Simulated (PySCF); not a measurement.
## Electronic absorption of Ge2H6Se

Species: Ge2H6Se.
Numbering: `[GeH3:1][Se:2][GeH3:3]` (hydrogens: H4, H5, H6 on Ge1; H7, H8, H9 on Ge3)

Theory: PySCF, TDDFT wB97X-D/def2-SVPD, vertical, gas phase, core orbitals frozen in the response. Isolated species at its PBE0-D3(BJ)/def2-SVP geometry, gas phase. Relativistic effects, spin–orbit coupling among them, are left out although an element past zinc is present.

Question: Predict the UV-vis stick spectrum at this level.

Answer: 

```json
{"state": "S1", "E (eV)": "5.12", "λ (nm)": "242.0", "ν̃ (cm⁻¹)": "41320", "f": "0.0000", "|μ| (D)": "0.04", "main configurations (H = HOMO, L = LUMO)": "H→L+1 (90%)"}
{"state": "S2", "E (eV)": "5.22", "λ (nm)": "237.6", "ν̃ (cm⁻¹)": "42080", "f": "0.025", "|μ| (D)": "1.12", "main configurations (H = HOMO, L = LUMO)": "H→L (94%)"}
{"state": "S3", "E (eV)": "6.22", "λ (nm)": "199.3", "ν̃ (cm⁻¹)": "50170", "f": "0.0002", "|μ| (D)": "0.09", "main configurations (H = HOMO, L = LUMO)": "H→L+3 (51%), H→L+2 (42%)"}
{"state": "S4", "E (eV)": "6.37", "λ (nm)": "194.8", "ν̃ (cm⁻¹)": "51340", "f": "0.0018", "|μ| (D)": "0.27", "main configurations (H = HOMO, L = LUMO)": "H→L+2 (50%), H→L+3 (46%)"}
{"state": "S5", "E (eV)": "6.80", "λ (nm)": "182.3", "ν̃ (cm⁻¹)": "54850", "f": "0.0001", "|μ| (D)": "0.06", "main configurations (H = HOMO, L = LUMO)": "H→L+7 (55%), H-1→L+1 (33%)"}
{"state": "S6", "E (eV)": "7.01", "λ (nm)": "176.9", "ν̃ (cm⁻¹)": "56520", "f": "0.143", "|μ| (D)": "2.32", "main configurations (H = HOMO, L = LUMO)": "H-1→L (84%)"}
{"state": "S7", "E (eV)": "7.25", "λ (nm)": "171.1", "ν̃ (cm⁻¹)": "58440", "f": "0.0086", "|μ| (D)": "0.56", "main configurations (H = HOMO, L = LUMO)": "H-2→L (37%), H-1→L+1 (33%), H→L+7 (21%)"}
{"state": "S8", "E (eV)": "7.35", "λ (nm)": "168.8", "ν̃ (cm⁻¹)": "59250", "f": "0.0000", "|μ| (D)": "0.03", "main configurations (H = HOMO, L = LUMO)": "H→L+6 (45%), H→L+5 (33%), H→L+7 (10%)"}
{"state": "S9", "E (eV)": "7.40", "λ (nm)": "167.5", "ν̃ (cm⁻¹)": "59710", "f": "0.028", "|μ| (D)": "0.99", "main configurations (H = HOMO, L = LUMO)": "H→L+4 (90%)"}
{"state": "S10", "E (eV)": "7.44", "λ (nm)": "166.7", "ν̃ (cm⁻¹)": "59970", "f": "0.023", "|μ| (D)": "0.90", "main configurations (H = HOMO, L = LUMO)": "H→L+5 (41%), H→L+6 (32%), H-2→L+1 (15%)"}
```

Triplets, Tamm–Dancoff:

```csv
state,E (eV),λ (nm),"main configurations (H = HOMO, L = LUMO)"
T1,4.77,259.7,H→L (89%)
T2,4.80,258.5,H→L+1 (85%)
T3,6.16,201.2,"H→L+3 (62%), H→L+2 (30%)"
T4,6.21,199.5,"H→L+2 (59%), H→L+3 (31%)"
```

The lowest singlet comes at 242 nm (494 kJ/mol) in the ultraviolet; it is dark (f under 0.0005); its leading configuration is HOMO→LUMO+1 (90%). The strongest level in the table is S6 at 7.01 eV (177 nm, f = 0.143). Löwdin shares by element: HOMO selenium 75%, germanium 17%; LUMO selenium 37%, germanium 34%, hydrogen 6% or more (atoms not listed hold the other 23%). The listed states span 2.31 eV, and the widest gap between neighbours is 1.00 eV (S2 to S3). Orbital energies (eV): HOMO-3 -11.68, HOMO-2 -10.74, HOMO-1 -10.22, HOMO -8.62, LUMO 1.03, LUMO+1 1.10, LUMO+2 1.54. Weighted by f, the mean energy of these states is 6.91 eV. The vertical ionisation energy (ΔSCF) is 8.81 eV, 1.38 eV above S10. Singlets were solved by full linear response, triplets in the Tamm–Dancoff approximation.

Time: 63 s of wall time. Hardware: an x86-64 server with one thread, on a shared host.
